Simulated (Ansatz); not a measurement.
Two isomers of C4H3F7: A = `FC(F)CC(F)(F)C(F)(F)F`, B = `FC(F)C(F)C(F)(F)C(F)F`.

Computed with Ansatz on PBE0-D4/def2-TZVP structures; ΔE is electronic, products minus reactants. CCSD(T)/CBS adds triple-zeta CCSD(T) − MP2 to the extrapolated MP2 energy (def2 sets, frozen cores). Functionals use def2-TZVPP. B3LYP here is the variant with VWN-RPA as its local correlation; programs differ in this. Each species was taken in one conformer, which may not be the lowest.

Which is lower in electronic energy at CCSD(T)/CBS, and by how much? (An estimate is asked.)

The calculation gave: A, by 16.5 kcal/mol.

Give E(B) − E(A) in kcal/mol with B3LYP, PBE0-D4, PBE-D4, r2SCAN-D4, CCSD(T)/def2-TZVPP, BLYP-D4, MP2/def2-TZVPP. (Estimate.)

The calculation gave: B3LYP 15.7, PBE0-D4 17.5, PBE-D4 16.7, r2SCAN-D4 18.1, CCSD(T)/def2-TZVPP 16.9, BLYP-D4 15.0, MP2/def2-TZVPP 17.9. None reverses the order clearly.

Does the order hold for the free energy at 298.15 K (harmonic terms from PBE0-D4)? (Estimate.)

Ansatz gave: Yes: G(B) − G(A) = +16.6 kcal/mol, for one conformer each. Modes under 60 cm⁻¹, often nearly free rotors, make the harmonic entropy too high.

Largest T1 diagnostic: 0.012.

From BLYP to BHLYP (50 % exact exchange), in def2-TZVPP and without D4, E(B) − E(A) moves by +1.6 kcal/mol. Leaving LDA and LC-ωPBE aside and taking each functional with its dispersion term where it has one, the values, not all of them listed here, spread over 3.5 kcal/mol, from BLYP-D4 to r2SCAN0-D4. LDA lies +2.1 kcal/mol from PBE without D4.
